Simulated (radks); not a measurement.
Problem. The table gives one normalised radial function P(r) = r R(r) of Se33+ in 1s1 (r in bohr). Calculated with a radial shooting solver on a logarithmic mesh with Libxc functionals: scalar-relativistic Kohn-Sham, LDA (Slater exchange, VWN5 correlation), spin-polarised, spherical densities, finite nucleus; open shells are filled with parallel spins first; Fermi nuclear charge, rms radius 4.14 fm.

r          P
0.001999  0.8100
0.002327  0.9281
0.002688  1.0540
0.003129  1.2031
0.003642  1.3698
0.00424   1.5552
0.004936  1.7597
0.005747  1.9835
0.00669   2.2256
0.007726  2.4702
0.008995  2.7412
0.01047   3.0205
0.01219   3.3010
0.01419   3.5731
0.01652   3.8247
0.01923   4.0411
0.02221   4.1987
0.02586   4.2979
0.0301    4.3109
0.03505   4.2230
0.0408    4.0247
0.0475    3.7149
0.05529   3.3036
0.06386   2.8404
0.07434   2.3063
0.08654   1.7667
0.1007    1.2646
0.1173    0.8366
0.1365    0.5049
0.159     0.2738

Which n and l does it have? It may be an empty orbital.

Solution. n = 1, l = 0: the number of nodes gives n - l - 1 = 0, the rise at small r (about r^(l+1)) gives l, and the extent must fit the shell. The curve is that of 1s up; the table hardly tells the two spins apart. 1s up: eigenvalue -15727.1 eV, 0 radial nodes, <r> = 0.0433 bohr, 90 % of the charge inside 0.0772 bohr.
